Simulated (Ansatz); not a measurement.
Consider the redistribution: `O[SiH](F)[AlH2]` + `[SiH3][SiH2]I` → `O[SiH](F)[SiH2]I` + `[AlH2][SiH3]`.

Computed with Ansatz on PBE0-D4/def2-TZVP structures; ΔE is electronic, products minus reactants. CCSD(T)/CBS is the MP2 limit (def2-TZVPP, def2-QZVPP) plus CCSD(T) − MP2 in def2-TZVPP, frozen cores. This one scheme is used for every species. DFT in def2-TZVPP. HSE06 is defined as in plane-wave codes. def2 core potentials past Kr. For I outer-core shells are correlated without core-valence functions, which leaves a few kJ/mol of doubt a bond. Each species was taken in one conformer, which may not be the lowest.

`O[SiH](F)[AlH2]`:

Z-matrix (Å, degrees):
```
Si
F 1 1.610
Al 1 2.471 2 110.8
O 1 1.646 2 109.7 3 -115.5
H 1 1.493 2 103.8 3 127.9
H 3 1.589 1 120.0 2 139.3
H 3 1.587 1 120.4 2 -41.5
H 4 0.959 1 118.7 2 -71.2
```

`[SiH3][SiH2]I`:

```xyz
8

Si    0.585    1.018   -0.344
Si   -0.601   -0.800    0.517
I    -0.393   -2.649   -1.078
H     0.498    2.177    0.586
H     0.008    1.396   -1.659
H     2.009    0.630   -0.515
H    -0.057   -1.266    1.817
H    -2.048   -0.506    0.676
```

`O[SiH](F)[SiH2]I`:

Cartesian coordinates in Å:
```
O 0.466 -0.766 -1.771
Si -0.473 0.304 -0.978
F -0.033 1.809 -1.289
Si -0.198 -0.004 1.335
I 2.187 -0.566 1.567
H 1.332 -0.952 -1.395
H -1.846 0.128 -1.497
H -0.463 1.200 2.161
H -0.973 -1.153 1.867
```

`[AlH2][SiH3]`:

Z-matrix (Å, degrees):
```
Si
Al 1 2.457
H 1 1.490 2 113.4
H 1 1.492 2 110.7 3 -121.0
H 1 1.492 2 110.6 3 120.9
H 2 1.589 1 121.5 3 0.3
H 2 1.589 1 119.5 3 -179.7
```

| level | ΔE (kJ/mol) | difference from CCSD(T)/CBS |
| --- | --- | --- |
| BLYP-D4 | -11.6 | -2.2 |
| B97M-V | -16.5 | -7.1 |
| r2SCANh-D4 | -13.6 | -4.2 |
| r2SCAN0-D4 | -12.8 | -3.4 |
| BHLYP-D4 | -9.3 | 0.1 |
| B2PLYP | -7.6 | 1.8 |
| revPBE | -9.0 | 0.4 |
| BLYP | -6.8 | 2.6 |
| PBE0 | -10.1 | -0.7 |
| HSE06 | -10.2 | -0.8 |
| BHLYP | -6.2 | 3.2 |
| RPA@PBE/def2-TZVPP | -8.2 | 1.2 |
| CCSD/def2-TZVPP | -8.4 | 1.0 |
| SCS-MP2/def2-QZVPP | -6.6 | 2.8 |
| HF/CBS(def2) | -2.9 | 6.5 |
| MP2/CBS(def2) | -8.5 | 0.9 |
| CCSD(T)/CBS | -9.4 | 0 |

Largest T1 diagnostic among the species: 0.012.

In def2-TZVPP, CCSD(T) changes the Hartree–Fock value by −6.5 kJ/mol (the triples alone add −1.4 kJ/mol) and MP2 by −5.5 kJ/mol. Leaving LDA and LC-ωPBE aside and taking each functional with its dispersion term where it has one, the values spread over 8.8 kJ/mol, from B97M-V to B2PLYP. LDA lies −4.9 kJ/mol from PBE without D4. The D4 term adds −3.8 kJ/mol with B3LYP and −2.1 kJ/mol with PBE0; it sums over pairs of atoms, weighted by their polarisabilities, and B3LYP, whose exchange is more repulsive, gets the larger term.

B3LYP here is the variant with VWN-RPA as its local correlation; programs differ in this.
